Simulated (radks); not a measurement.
Results of a calculation; reference values are marked as such.
Neutral cadmium inside a hard spherical wall (all orbitals vanish at R), configuration held at [Kr] 4d10 5s2 and not refilled when levels cross. Level of theory: scalar-relativistic Kohn-Sham, LDA (Slater exchange, VWN5 correlation), spin-polarised, spherical densities, point nucleus (a radial shooting solver on a logarithmic mesh with Libxc functionals). Eigenvalues in eV for spin up, with the zero of energy where the potential of the charges vanishes at infinity; a dash marks a level that is unbound or too diffuse for the functional's potential to be trusted. A positive occupied level is held by the wall or, in an anion where self-interaction has pushed it up, behind a barrier. The pressure on the wall is -dE/dV.

R (bohr)  E (hartree)  kinetic (hartree)    e(4s)    e(4p)    e(4d)   e(5s)  e(5p, empty)  e(6s, empty)  pressure (GPa)
free      -5589.63123           5814.927  -105.85  -66.994  -11.903  -5.955        -1.324        -0.016               0
20        -5589.63123           5814.927  -105.85  -66.994  -11.903  -5.955        -1.324         0.116        < 0.0001
15        -5589.63123           5814.927  -105.85  -66.994  -11.903  -5.955        -1.321         0.353        < 0.0001
12        -5589.63122           5814.927  -105.85  -66.992  -11.901  -5.954        -1.301         0.822        0.000233
8         -5589.62933           5814.944  -105.73  -66.879  -11.791  -5.849        -0.928         3.782          0.0876
6         -5589.60797           5815.082  -105.09  -66.236  -11.170  -5.156         0.489        10.610            1.90
2.5       -5585.62812           5831.067  -81.228  -43.127   12.147  39.490        57.560        172.79            3000
